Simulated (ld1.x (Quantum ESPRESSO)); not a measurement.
# Plane-wave convergence, PAW potential for helium (He)

He (Z = 2), PAW, made with ld1.x (Quantum ESPRESSO) 7.5 (PBE, scalar-relativistic). Core none, reference 1s2. Waves: 1s (bound): rcut 0.60, rcutus 0.75 bohr; 1s channel at -0.35 Ry: rcut 0.60, rcutus 0.75 bohr; 2p channel at 0.35 Ry: rcut 0.50, rcutus 0.60 bohr; 2p channel at 1.15 Ry: rcut 0.50, rcutus 0.60 bohr. Local part: all-electron potential smoothed inside 0.55 bohr (lloc = -1). Core correction: none. Augmentation charge: PSQ, inside the norm-conserving radii.

The pseudo-atom Hamiltonian at the reference potential is diagonalised in spherical Bessel functions j_l(qr) that vanish at 20 bohr, with q² up to the cutoff. All-electron valence levels (Ry): 1s -1.1586.

Question: How do the lowest levels (Ry) of each channel move with the cutoff, and are there ghosts?

Answer:

```tsv
cutoff (Ry)	s #1	p #1	d #1	d #2	f #1	f #2	Σ f·Δε (mRy)
8	-0.6969	0.0454	0.0822	0.2006	0.1218	0.2690	923.5
12	-0.8349	0.0454	0.0822	0.2006	0.1218	0.2690	647.5
18	-0.9675	0.0454	0.0822	0.2006	0.1218	0.2690	382.4
21	-1.0080	0.0454	0.0822	0.2006	0.1218	0.2690	301.3
30	-1.0814	0.0454	0.0822	0.2006	0.1218	0.2690	154.5
40	-1.1287	0.0453	0.0822	0.2006	0.1218	0.2690	60.0
50	-1.1468	0.0453	0.0822	0.2006	0.1218	0.2690	23.7
60	-1.1536	0.0453	0.0822	0.2006	0.1218	0.2690	10.1
70	-1.1568	0.0453	0.0822	0.2006	0.1218	0.2690	3.8
90	-1.1584	0.0453	0.0822	0.2006	0.1218	0.2690	0.5
110	-1.1586	0.0453	0.0822	0.2006	0.1218	0.2690	0.2
400	-1.1587	0.0453	0.0822	0.2006	0.1218	0.2690	0.0
```

Result: no extra level below or beside the all-electron valence levels (s, p, d, f tested); 10 mRy is reached at 70 Ry and 1 mRy at 90 Ry.
